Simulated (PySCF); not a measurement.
C6H16OSi, SMILES COCC[Si](C)(C)C, singlet, GFN2-xTB optimised geometry.

```
24

C      0.30     0.77     3.94
O      0.25    -0.14     2.88
C     -1.00    -0.78     2.75
C     -0.95    -1.65     1.51
Si    -0.27    -0.68     0.00
C     -0.90    -1.56    -1.58
C      1.63    -0.68     0.00
C     -0.95     1.11     0.00
H      0.11     0.27     4.91
H      1.29     1.21     3.95
H     -0.45     1.57     3.82
H     -1.79    -0.03     2.65
H     -1.21    -1.38     3.65
H     -0.31    -2.51     1.70
H     -1.95    -2.04     1.31
H     -1.98    -1.53    -1.65
H     -0.49    -1.09    -2.47
H     -0.60    -2.60    -1.59
H      2.03    -1.68    -0.15
H      2.02    -0.30     0.94
H      2.03    -0.05    -0.80
H     -2.03     1.13     0.08
H     -0.68     1.63    -0.92
H     -0.54     1.68     0.83
```

Density from CAM-B3LYP/def2-SVP (PySCF) at that geometry.

Minimum of the electron density along straight lines between bonded atoms, close to the bond critical point (lines longer than 1.1 times the sum of covalent radii, or with two minima, are not listed):

| bond | length / Å | ρ at the minimum / e bohr⁻³ | ∇²ρ there / e bohr⁻⁵ | position (fraction from the first atom) |
|---|---|---|---|---|
| C1–O2 | 1.400 | 0.266 | -0.44 | 0.34 |
| O2–C3 | 1.411 | 0.259 | -0.44 | 0.66 |
| C3–C4 | 1.518 | 0.251 | ? | 0.52 |
| C4–Si5 | 1.920 | 0.109 | 0.30 | 0.62 |
| Si5–C6 | 1.913 | 0.109 | 0.32 | 0.38 |
| Si5–C7 | 1.905 | 0.111 | 0.31 | 0.38 |
| Si5–C8 | 1.909 | 0.110 | 0.31 | 0.38 |
| C1–H9 | 1.098 | 0.278 | -1.04 | 0.63 |
| C1–H10 | 1.089 | 0.284 | -1.11 | 0.64 |
| C1–H11 | 1.098 | 0.277 | -1.04 | 0.63 |
| C3–H12 | 1.101 | 0.278 | -1.04 | 0.63 |
| C3–H13 | 1.103 | 0.277 | -1.03 | 0.63 |
| C4–H14 | 1.089 | 0.273 | -0.98 | 0.62 |
| C4–H15 | 1.089 | 0.272 | -0.97 | 0.62 |
| C6–H16 | 1.086 | 0.272 | -0.97 | 0.62 |
| C6–H17 | 1.085 | 0.272 | -0.98 | 0.62 |
| C6–H18 | 1.086 | 0.272 | -0.97 | 0.62 |
| C7–H19 | 1.086 | 0.271 | -0.97 | 0.62 |
| C7–H20 | 1.084 | 0.274 | -1.01 | 0.63 |
| C7–H21 | 1.086 | 0.271 | -0.97 | 0.62 |
| C8–H22 | 1.086 | 0.271 | -0.97 | 0.62 |
| C8–H23 | 1.086 | 0.272 | -0.97 | 0.62 |
| C8–H24 | 1.085 | 0.273 | -0.99 | 0.63 |

### Question
Some entries are withheld; supply them.

### Answer

- C3–C4, ∇²ρ there / e bohr⁻⁵: -0.59
